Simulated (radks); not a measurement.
The numbers below are computed, except where a source is named.
Q: Radial electron density D(r) = 4 pi r^2 rho(r) of an atom or ion with 33 electrons. Level of theory: scalar-relativistic Kohn-Sham, RPBE, spin-polarised, spherical densities, finite nucleus; Fermi nuclear charge, rms radius of each element as measured or else 0.836 A^(1/3) + 0.57 fm (a radial shooting solver on a logarithmic mesh with Libxc functionals).

r (bohr)  D(r) (e/bohr)   spin D(r)
0.003995          4.359   -0.000127
0.004614          5.534   -0.000158
0.005286          6.893   -0.000190
0.006056          8.530   -0.000225
0.006938          10.48   -0.000260
0.008013          12.91   -0.000290
0.00918           15.57   -0.000302
0.01052           18.56   -0.000282
0.01215           22.06   -0.000197
0.01392           25.58  -0.0000135
0.01594           29.17    0.000333
0.01841           32.86    0.000978
0.0211            35.98     0.00199
0.02417           38.48     0.00356
0.02791           40.18     0.00611
0.03198           40.70     0.00964
0.03664           40.11      0.0146
0.04231           38.47      0.0218
0.04848           36.35      0.0306
0.05554           34.33      0.0413
0.06414           33.08      0.0543
0.07348           33.40      0.0669
0.08419           35.49      0.0777
0.09723           39.30      0.0843
0.1114            43.44      0.0826
0.1276            46.71      0.0709
0.1462            47.72      0.0491
0.1689            45.42      0.0192
0.1935            40.34    -0.00661
0.2216            33.87     -0.0182
0.256             27.82    -0.00311
0.2933            24.78      0.0403
0.336             24.94       0.103
0.388             27.53       0.164
0.4446            30.12       0.189
0.5093            30.81       0.164
0.5882            28.43      0.0895
0.6739            23.69      0.0108
0.7721            17.88     -0.0243
0.8917            12.14      0.0382
1.022             8.042       0.214
1.17              5.452       0.487
1.352             4.019       0.833
1.549             3.384        1.14
1.774             2.998        1.35
2.049             2.576        1.41
2.347             2.085        1.30
2.689             1.545        1.06
3.081             1.036       0.769
3.558            0.6042       0.480
4.077            0.3252       0.274
4.671            0.1585       0.141
5.394           0.06670      0.0620
6.18            0.02589      0.0248
7.08           0.008438     0.00825
8.177          0.002068     0.00204
9.368         0.0004361    0.000434

What is the nuclear charge?

A: Z = 33. The innermost maximum, from 1s, lies near gamma/Z bohr with gamma = sqrt(1 - (Z/c)^2) = 0.971, here 0.0294 bohr (found: 0.0317), and its height grows with Z. The density is that of neutral arsenic in [Ar] 3d10 4s2 4p3; the configuration itself is not fixed sharply by these data, and Z only to about a unit. D(r) has 3 maxima, at r = 0.0317, 0.143, 0.493 bohr, and minima at 0.0668, 0.310 bohr, inside which lie 2.07, 10.95 electrons.
